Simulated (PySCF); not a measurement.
Cost of one run: shielding job, `CC#CP(C)CC(F)(F)F`.

Method: GIAO PBE0/pcSseg-1 NMR shielding, non-relativistic, gas phase (PySCF 2.14.0, density-fitted response routines). Geometry: GFN2-xTB. Work: shieldings, charges and field gradients, density fitting. The input is one job of a driver script: a line of settings, then coordinates in Å.

Command:
```bash
OMP_NUM_THREADS=1 python probes_run.py task.json out
```

Input:
```
{"job": {"kind": "nmr", "xc": "PBE0", "basis": "pcSseg-1"}, "charge": 0, "multiplicity": 1}
C      3.494357     0.896614     1.095422
C      2.281648     0.502462     0.417158
C      1.242956     0.169146    -0.094460
P     -0.163957    -0.318466    -1.043896
C     -0.425458    -1.975108    -0.254700
C     -1.388646     0.689713    -0.018801
C     -2.781892     0.502957    -0.550653
F     -2.847502     0.662509    -1.880322
F     -3.277080    -0.719256    -0.293103
F     -3.660667     1.375233    -0.021640
H      3.293403     1.734689     1.762744
H      4.244575     1.197426     0.364248
H      3.882724     0.062859     1.680399
H     -1.364323    -2.403717    -0.600155
H      0.388279    -2.626399    -0.570696
H     -0.427829    -1.905684     0.832366
H     -1.130777     1.746670    -0.120606
H     -1.368569     0.414670     1.038384
```

Hardware: one thread of an Intel Xeon Platinum 8375C at 2.90 GHz, shared host with 64 logical CPUs at a one-minute load of 36. PySCF's memory limit was set to 1040 MB.

Question: How large is the basis?

Answer: 217 functions for 86 electrons, with 1146 fitting functions; the fitted three-index integrals, 1146 × 217 × 218/2 numbers of 8 bytes, come to 210 MiB.

Question: How long does the run take?

Answer: About 45 s. The SCF took 14 cycles.

Question: How much memory does it need at the peak?

Answer: About 0.95 GiB. Peak memory is the resident size of the whole Python process, interpreter and libraries included.

Question: At this speed, how long would 500 such jobs take on 64 cores, one job a core?

Answer: 500/64 gives 8 rounds of 45 s, about 6.0 min of wall time and 6.2 core-hours, if the jobs don't slow each other.

The SCF part of the output:
```
coarse grid: 16360 points
cycle   1  E = -873.2956205982  dE =  1.386e+00  |g| = 9.445e-01  |ddm| = 4.197e+00
cycle   2  E = -873.1685046414  dE =  1.271e-01  |g| = 1.333e+00  |ddm| = 1.478e+00
cycle   3  E = -873.4567737161  dE = -2.883e-01  |g| = 9.767e-02  |ddm| = 8.577e-01
cycle   4  E = -873.4581669965  dE = -1.393e-03  |g| = 5.505e-02  |ddm| = 1.166e-01
cycle   5  E = -873.4587292735  dE = -5.623e-04  |g| = 2.697e-02  |ddm| = 5.928e-02
cycle   6  E = -873.4589000086  dE = -1.707e-04  |g| = 5.494e-03  |ddm| = 2.292e-02
cycle   7  E = -873.4589073421  dE = -7.334e-06  |g| = 8.867e-04  |ddm| = 8.249e-03
final grid: 156968 points
cycle   8  E = -873.5397706393  dE = -5.617e-05  |g| = 9.502e-03  |ddm| = 5.138e-02
cycle   9  E = -873.5397601841  dE =  1.046e-05  |g| = 1.223e-02  |ddm| = 1.753e-02
cycle  10  E = -873.5397910659  dE = -3.088e-05  |g| = 1.038e-03  |ddm| = 9.952e-03
cycle  11  E = -873.5397912691  dE = -2.032e-07  |g| = 2.725e-04  |ddm| = 1.307e-03
cycle  12  E = -873.5397912804  dE = -1.135e-08  |g| = 1.317e-04  |ddm| = 3.208e-04
cycle  13  E = -873.5397912842  dE = -3.752e-09  |g| = 5.458e-05  |ddm| = 1.471e-04
cycle  14  E = -873.5397912849  dE = -6.994e-10  |g| = 9.417e-06  |ddm| = 5.637e-05
converged SCF energy = -873.5397912849
```

On the final grid dE counts from the start density on that grid.

Other jobs ran on the host; a repeat could differ by tens of per cent or more.
